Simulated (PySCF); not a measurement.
# Exercise with solution: oscillator strength and radiative lifetime

C2H8ClNSi2, SMILES C(/[Si@H](C)Cl)=N\[SiH3].

Geometry optimised at ωB97X-D3(BJ)/def2-SVP. The structure was generated by enumeration; whether it is a known compound was not checked. The values are those of a single conformer.

TDDFT-LC-ωPBE/def2-SVPD (PySCF) puts the first singlet state with f over 0.02 at 7.36 eV (vertical), with the transition dipole (1.267, 0.382, 0.003) in atomic units.

Find the oscillator strength, the wavelength and the radiative lifetime that this transition would have in vacuum if emission retraced absorption.


|μ|² = 1.7512 au, so |μ| = 3.36 D. ΔE = 7.36/27.211 = 0.2705 hartree. f = (2/3) ΔE |μ|² = 0.316 (the program prints 0.316).
λ = 1239.84/7.36 = 168 nm; ν = 59362 cm⁻¹.
Einstein's coefficient A = 0.6670 ν² f s⁻¹ (ν in cm⁻¹) = 7.4e8 s⁻¹, so τ = 1/A = 1.3 ns. This state is S4; the lower singlets have f = 0.001, 0.010, 0.005. The figure is the radiative limit of this one transition; relaxation, internal conversion, crossing to triplets and a medium change what is measured.
